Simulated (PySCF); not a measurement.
**M06-2X on B²⁺ (boron, charge +2)**

Configuration: [He] 2p1, 2P determinant (an excited configuration). Calculation: PySCF 2.14, in aug-cc-pVTZ with one added diffuse shell each of s, p, d, f type (6s5p4d3f, 62 functions); the non-relativistic Hamiltonian (point nucleus).

* Total energy: -23.2233 hartree
* One-electron energy: -27.6010 hartree
* Hartree (Coulomb) energy: 7.6745 hartree
* Exchange-correlation energy: -3.2969 hartree
* Kinetic energy: 23.07729 hartree
* ⟨S²⟩: 0.7500
* ⟨L²⟩: 2.000
* Sum of ⟨r⟩: 2.230 bohr
* Sum of ⟨r²⟩: 3.311 bohr²
* Traceless quadrupole moment −½Σ⟨3z² − r²⟩ along its main axis: -1.21 e·bohr²
* Density at the nucleus (Gaussians lack the cusp): 66.1 bohr⁻³
* Spin density at the nucleus: -0.0731 bohr⁻³
* Langevin diamagnetic susceptibility: -2.62 ×10⁻⁶ cm³/mol

```csv
shell,electrons,mean orbital energy (eV),"rms radius, mean of both spins (bohr)"
1s α,1,-224.51,0.380
1s β,1,-224.14,0.380
2p α,1,-29.225,1.74
```
